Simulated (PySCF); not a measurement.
Run record for `C(O)C1=COC=C(O1)C`: PBE/def2-SVPD, IEF-PCM chloroform, energy threshold 1e-11 Eh, damping 0.2 at the start, DIIS from the seventh cycle, TDA, 3 singlets.

Method: TDA PBE/def2-SVPD, vertical, IEF-PCM chloroform (non-equilibrium linear response), core orbitals frozen in the response (PySCF 2.14.0, density-fitted response routines). Geometry: GFN2-xTB. The command runs a driver script over a list of jobs; the input below is this job's line of settings and its coordinates in Å.

Command:
```bash
OMP_NUM_THREADS=1 python probes_run.py task.json out
```

Input:
```
{"job": {"kind": "uv", "xc": "PBE", "basis": "def2-SVPD", "solvent": "chloroform", "nstates": 3, "ntriplets": 5, "tda": true, "scf": {"conv": 1e-11, "damp": 0.2}}, "charge": 0, "multiplicity": 1}
C      2.641664     0.134923    -0.764941
C      1.388963    -0.081542     0.012263
C      1.332908    -0.447291     1.283227
O      0.158395    -0.631914     1.999624
C     -0.958558    -0.269249     1.268057
C     -0.930096     0.091232    -0.005368
C     -2.135425     0.482997    -0.814731
O     -3.353909     0.138373    -0.215323
O      0.242884     0.148361    -0.753945
H      2.682346     1.164863    -1.116357
H      3.510221    -0.074270    -0.149546
H      2.646982    -0.514978    -1.638633
H      2.205822    -0.626763     1.884857
H     -1.861758    -0.291080     1.851898
H     -2.156851     1.570836    -0.937168
H     -2.032924     0.035464    -1.815120
H     -3.387661    -0.817933    -0.098702
```

Q: What does the run print?

A: 
```
damping 0.20 in the first 6 cycles
final grid: 143848 points
cycle   1  E = -458.0626070925  dE =  1.311e+00  |g| = 9.058e-01  |ddm| = 8.054e+00
cycle   2  E = -457.9605426441  dE =  1.021e-01  |g| = 1.184e+00  |ddm| = 2.453e+00
cycle   3  E = -457.7272957986  dE =  2.332e-01  |g| = 1.645e+00  |ddm| = 2.722e+00
cycle   4  E = -456.7768707494  dE =  9.504e-01  |g| = 2.679e+00  |ddm| = 4.624e+00
cycle   5  E = -455.4852287050  dE =  1.292e+00  |g| = 3.669e+00  |ddm| = 6.436e+00
cycle   6  E = -438.7330288160  dE =  1.675e+01  |g| = 7.391e+00  |ddm| = 5.302e+01
cycle   7  E = -371.5641900762  dE =  6.717e+01  |g| = 1.598e+01  |ddm| = 8.951e+01
cycle   8  E = -444.9711106202  dE = -7.341e+01  |g| = 6.970e+00  |ddm| = 8.178e+01
cycle   9  E = -454.9834383927  dE = -1.001e+01  |g| = 3.735e+00  |ddm| = 1.230e+01
cycle  10  E = -456.9290217919  dE = -1.946e+00  |g| = 2.414e+00  |ddm| = 8.578e+00
... (5 lines left out)
cycle  16  E = -458.2249547192  dE = -1.409e-04  |g| = 1.287e-02  |ddm| = 5.307e-02
cycle  17  E = -458.2249924441  dE = -3.772e-05  |g| = 2.120e-03  |ddm| = 1.915e-02
cycle  18  E = -458.2249930976  dE = -6.536e-07  |g| = 1.381e-03  |ddm| = 5.647e-03
cycle  19  E = -458.2249934232  dE = -3.256e-07  |g| = 6.303e-04  |ddm| = 2.411e-03
cycle  20  E = -458.2249935036  dE = -8.033e-08  |g| = 7.779e-05  |ddm| = 9.917e-04
cycle  21  E = -458.2249935039  dE = -3.399e-10  |g| = 7.170e-05  |ddm| = 2.132e-04
cycle  22  E = -458.2249935048  dE = -8.706e-10  |g| = 2.755e-05  |ddm| = 1.091e-04
cycle  23  E = -458.2249935047  dE =  2.990e-11  |g| = 3.100e-05  |ddm| = 7.511e-05
cycle  24  E = -458.2249935050  dE = -2.290e-10  |g| = 3.890e-06  |ddm| = 4.186e-05
cycle  25  E = -458.2249935050  dE = -3.638e-12  |g| = 2.671e-06  |ddm| = 9.296e-06
converged SCF energy = -458.2249935050

Static polarisability (au): isotropic 103.022, principal 74.409 115.596 119.061

Singlet excitations
state   eV       nm        f      main configurations
  1   3.7905    327.1   0.00506   H->L 0.96
  2   4.3050    288.0   0.00956   H->L+1 0.96
  3   4.4725    277.2   0.00181   H->L+2 0.95

Triplet excitations (Tamm-Dancoff, eV): 2.9599 4.1868 4.3322 4.4892 4.9232
```

H and L stand for HOMO and LUMO; the number after each pair is its weight.

Q: Which computed singlet has the largest oscillator strength, and what do all of them sum to?

A: State 2 at 4.30 eV (288 nm), f = 0.010; the 3 states sum to 0.016.

Q: How does the lowest singlet excitation compare with the HOMO–LUMO gap?

A: HOMO -4.35 eV and LUMO -0.99 eV give a gap of 3.36 eV; S1 at 3.79 eV lies 0.43 eV above it.

In short: SCF converged in 25 cycles with 253 basis and 885 fitting functions; HOMO -4.35 eV, LUMO -0.99 eV; lowest singlet 3.79 eV; lowest triplet 2.96 eV (Tamm–Dancoff); mean polarisability 103.0 au.

One conformer (not necessarily the lowest) at the GFN2-xTB geometry, without vibrations or thermal averaging.

The run took 43 s on one thread of an Arm Neoverse V2, shared host with 96 logical CPUs at a one-minute load of 9.9, and the process peaked at 0.86 GiB of memory.

Shape of the structure used: `[CH3:1][C:2]1=[CH:3][O:4][CH:5]=[C:6]([CH2:7][OH:8])[O:9]1`: C5–C6–C7–O8 -14°, H–O8–C7–C6 -60°.
